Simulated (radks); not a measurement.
Results of a calculation; reference values are marked as such.
Excited configurations of Fe2+: one electron is placed in a higher orbital outside [Ar] 3d5. The ground configuration is [Ar] 3d6. Level of theory: non-relativistic Kohn-Sham, PBE, spin-polarised, spherical densities, point nucleus; open shells are filled with parallel spins first (a radial shooting solver on a logarithmic mesh with Libxc functionals). Excitation = E - E(ground); binding = E(ion) - E, where the ion is the core of charge +3; n* = 3/sqrt(2 binding) in atomic units, and the quantum defect is n - n*.

4f: excitation (eV) 23.392; binding (eV) 8.003; n* 3.912; quantum defect 0.088; eigenvalue (eV) -6.457
5p: excitation (eV) 20.701; binding (eV) 10.694; n* 3.384; quantum defect 1.616; eigenvalue (eV) -9.154
6s: excitation (eV) 23.936; binding (eV) 7.458; n* 4.052; quantum defect 1.948; eigenvalue (eV) -6.486
6f: excitation (eV) 27.597; binding (eV) 3.798; n* 5.678; quantum defect 0.322; eigenvalue (eV) -3.247
7p: excitation (eV) 26.999; binding (eV) 4.396; n* 5.278; quantum defect 1.722; eigenvalue (eV) -3.842
7d: excitation (eV) 27.843; binding (eV) 3.551; n* 5.872; quantum defect 1.128; eigenvalue (eV) -3.097
7f: excitation (eV) 28.573; binding (eV) 2.821; n* 6.588; quantum defect 0.412; eigenvalue (eV) -2.449

The Delta-SCF ionisation energy is 31.394 eV (NIST Atomic Spectra Database: 30.65 eV, measured). Self-interaction in the functional shifts the binding energies and quantum defects, so they are the method's values and not measured ones. Open shells are spherical and high-spin; term and fine-structure splittings are not resolved.
